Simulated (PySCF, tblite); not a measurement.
A set of runs on 2-methyl-[1,2,4]diazaphospholo[1,5-a]pyridine, `c1cccn2c1pc(C)n2`; the geometry of each is named by its level. Settings lines and outputs come from a driver script.

Compound: 2-methyl-[1,2,4]diazaphospholo[1,5-a]pyridine, C7H7N2P.
Atom-mapped SMILES: `[CH3:1][c:2]1[n:3][n:4]2[cH:5][cH:6][cH:7][cH:8][c:9]2[p:10]1` (hydrogens: H11, H12, H13 on C1; H14 on C5; H15 on C6; H16 on C7; H17 on C8)

Step 1: GFN2-xTB geometry optimisation, gas phase (tblite 0.8.0) (from a force-field or distance-geometry start)
```json
{"job": {"kind": "relax", "xc": "GFN2-xTB", "basis": "xTB"}, "charge": 0, "multiplicity": 1}
```
```
step      E/eV     max force
  0    -731.75278    3.510
  1    -732.03389    1.769
  2    -732.12779    0.718
...
 23    -732.21921    0.023
 24    -732.21931    0.022
 25    -732.21939    0.023
 26    -732.21944    0.016
 27    -732.21945    0.006
```

Energy lowered by 10.8 kcal/mol over 27 steps; largest atomic force 0.006 eV/Å at the end. «max force» is the largest atomic force in eV/Å.

On an Arm Neoverse V2 with one thread, no GPU (shared host), this took 0.18 s of wall time.

Step 2: GFN2-xTB harmonic vibrations, gas phase (tblite 0.8.0) (on the GFN2-xTB geometry)
```json
{"job": {"kind": "ir", "xc": "GFN2-xTB", "basis": "xTB"}, "charge": 0, "multiplicity": 1}
```
```
(table of modes left out)
```

45 modes from 22 to 3120 cm⁻¹ (unscaled, harmonic); zero-point energy 79.1 kcal/mol; all wavenumbers are real at this level.

The run took 0.56 s on one thread of an Arm Neoverse V2, no GPU, shared host with 192 logical CPUs at a one-minute load of 69.

Step 3: PBE0-D3(BJ)/def2-SVP geometry optimisation, gas phase (PySCF 2.14.0) (from the GFN2-xTB geometry)
```json
{"job": {"xc": "PBE0", "basis": "def2-SVP", "d3": "d3bj", "grid": 1, "shake": 0.01, "kind": "geom"}, "charge": 0, "multiplicity": 1}
```
```
step   0  E = -720.85983488  max force = 0.074481
step   1  E = -720.86966244  max force = 0.020042
step   2  E = -720.87013667  max force = 0.010442
step   3  E = -720.87013386  max force = 0.006543
step   4  E = -720.87042686  max force = 0.002330
step   5  E = -720.87042201  max force = 0.002589
step   6  E = -720.87045352  max force = 0.001108
step   7  E = -720.87045010  max force = 0.000807
step   8  E = -720.87045703  max force = 0.000308
optimisation converged
```

Final energy -720.87046 Eh after 8 steps; dipole 2.34 D. Energies in Eh; «max force» is the largest Cartesian gradient component in Eh/bohr.

On one thread, Arm Neoverse V2 (aarch64), shared host, this took 2.1 min of wall time and 0.77 GiB of memory at its peak.

Step 4: TDDFT PBE0/def2-SVPD, vertical, gas phase, core orbitals frozen in the response (PySCF 2.14.0, density-fitted response routines) (on the PBE0-D3(BJ)/def2-SVP geometry)
```json
{"job": {"kind": "uv", "xc": "PBE0", "basis": "def2-SVPD", "ip": true}, "charge": 0, "multiplicity": 1}
```
```
...
Static polarisability (au): isotropic 124.679, principal 70.489 122.719 180.829
Singlet excitations
state   eV       nm        f      main configurations
  1   3.7503    330.6   0.04671   H->L 0.91
  2   4.4788    276.8   0.11678   H->L+1 0.72, H-1->L 0.19
  3   5.0749    244.3   0.00306   H-2->L 0.98
  4   5.3130    233.4   0.10766   H->L+2 0.66, H-1->L 0.18, H->L+1 0.08
  5   5.3342    232.4   0.00077   H->L+3 0.83, H->L+4 0.09
  6   5.6759    218.4   0.48838   H-1->L 0.52, H->L+2 0.18, H->L+1 0.10
  7   5.7312    216.3   0.00147   H-2->L+1 0.92
  8   5.8853    210.7   0.01301   H->L+4 0.83, H->L+3 0.10
  9   6.0057    206.4   0.04943   H-1->L+1 0.62, H-3->L 0.15, H->L+2 0.09
 10   6.2699    197.7   0.00848   H->L+5 0.87
Triplet excitations (Tamm-Dancoff, eV): 2.7219 3.4341 4.2553 4.4331
Vertical ionisation energy (delta-SCF) = 7.6146 eV
Vertical electron affinity (delta-SCF) = -0.1840 eV
```

HOMO -5.97 eV, LUMO -1.40 eV; lowest singlet 3.75 eV; lowest triplet 2.72 eV (Tamm–Dancoff); mean polarisability 124.7 au.

Time: 2.4 min of wall time; peak memory 1.4 GiB. Hardware: an Arm Neoverse V2 with one thread, shared host with 192 logical CPUs at a one-minute load of 54.

Geometry of the electronic-property runs (PBE0-D3(BJ)/def2-SVP):
```
atom  x, y, z in Å
C1     2.824   -0.392   -1.584
C2     1.337   -0.366   -1.431
N3     0.832    0.182   -0.341
N4    -0.500    0.122   -0.379
C5    -1.247    0.631    0.645
C6    -2.608    0.564    0.595
C7    -3.242   -0.037   -0.525
C8    -2.481   -0.544   -1.548
C9    -1.067   -0.474   -1.496
P10    0.176   -1.012   -2.609
H11    3.296    0.051   -0.696
H12    3.142    0.175   -2.472
H13    3.194   -1.421   -1.705
H14   -0.665    1.070    1.456
H15   -3.192    0.975    1.419
H16   -4.331   -0.093   -0.568
H17   -2.943   -1.011   -2.419
```

 (This holds for the electronic-property runs.)
